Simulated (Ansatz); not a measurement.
Born–Oppenheimer molecular dynamics of C2H3AlS (7 atoms, charge 0, multiplicity 1). It starts from a relaxed structure.

Level of theory: Ansatz 0.2.0, RKS PBE/def2-SVP.

| Item | Value |
| --- | --- |
| ensemble | NVT, Nosé–Hoover chain |
| time step | 0.5 fs |
| steps asked | 150 |
| set temperature | 700 K |
| thermostat | time constant 100 fs, chain length 3 (defaults) |
| seed | 677611 |

First frame:

```xyz
7
Properties=species:S:1:pos:R:3
S -2.069 1.611 -0.962
Al -0.437 0.429 -0.111
C 0.888 -0.052 1.124
C 0.839 -0.936 0.061
H -2.186 0.792 -2.046
H 1.563 -0.077 2.003
H 1.463 -1.835 -0.114
```

(1) How far do the bonds stretch over the last three quarters of this one trajectory? (Pairs bonded in most of those frames.)

Results:

(1) 
| bond | mean (Å) | spread (Å) | shortest | longest |
| --- | --- | --- | --- | --- |
| S1–Al2 | 2.197 | 0.041 | 2.14 | 2.25 |
| S1–H5 | 1.372 | 0.056 | 1.29 | 1.46 |
| Al2–C3 | 1.873 | 0.024 | 1.81 | 1.91 |
| Al2–C4 | 1.874 | 0.032 | 1.82 | 1.92 |
| C3–C4 | 1.387 | 0.007 | 1.37 | 1.40 |
| C3–H6 | 1.117 | 0.042 | 1.05 | 1.18 |
| C4–H7 | 1.110 | 0.025 | 1.07 | 1.15 |

Mean temperature of the second half: 320 K. The conserved energy stayed within 0.45 meV per atom of its start (net change 0.44 meV per atom), so the integration is sound. The mean temperature of the second half is 54 % below the set value. A run of 0.075 ps of so small a system gives no equilibrium averages.

Run time: 2.7 min on 1 thread of Intel(R) Xeon(R) CPU @ 2.80GHz (Skylake/Cascade Lake) (shared host), peak memory 0.12 GiB.
